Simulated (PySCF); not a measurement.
An equivalent PySCF input for Eu²⁺ (europium, charge +2), [Xe] 4f7, high-spin 8S determinant, with scalar relativity by spin-free X2C-1e:

```python
from pyscf import gto, scf, dft, mp, cc
import basis_set_exchange as bse
mol = gto.M(atom="Eu 0 0 0", charge=2, spin=7, symmetry="D2h",
            basis=gto.basis.parse(bse.get_basis("cc-pVDZ-X2C", elements=["Eu"], fmt="nwchem")),
            nucmod="G")
mf = dft.UKS(mol, xc="CAMB3LYP").sfx2c1e()
mf.irrep_nelec = {'Ag': (9, 9), 'B1g': (2, 2), 'B2g': (2, 2), 'B3g': (2, 2), 'Au': (1, 0), 'B1u': (6, 4), 'B2u': (6, 4), 'B3u': (6, 4)}
mf.kernel()
```

It reaches the same state as the run whose output follows, with an energy that differs only through the grid. The run itself started from symmetry-adapted Hartree-Fock orbitals and held the occupation by maximum overlap, on a logarithmic radial grid, so the iterations belong to that start.

```
SCF conv_tol = 1e-09
number electrons alpha = 34  beta = 27
XC functionals = CAMB3LYP
    T. Yanai, D. P. Tew, and N. C. Handy.,  Chem. Phys. Lett. 393, 51 (2004)
cycle= 1 E= -10843.5641573162  delta_E= -0.00963  |g|= 0.171  |ddm|= 0.323
cycle= 2 E= -10843.5614273364  delta_E= 0.00273  |g|= 0.213  |ddm|= 0.243
cycle= 3 E= -10843.5679897008  delta_E= -0.00656  |g|= 0.011  |ddm|= 0.126
cycle= 4 E= -10843.5680082194  delta_E= -1.85e-05  |g|= 0.000488  |ddm|= 0.00995
cycle= 5 E= -10843.5680082891  delta_E= -6.97e-08  |g|= 1.87e-05  |ddm|= 0.000518
cycle= 6 E= -10843.5680082893  delta_E= -1.96e-10  |g|= 1.17e-06  |ddm|= 4.07e-05
converged SCF energy = -10843.5680082893  <S^2> = 15.754885  2S+1 = 8.0012211
```

Spin-orbit coupling, which splits the p, d and f shells strongly at this Z, is absent.
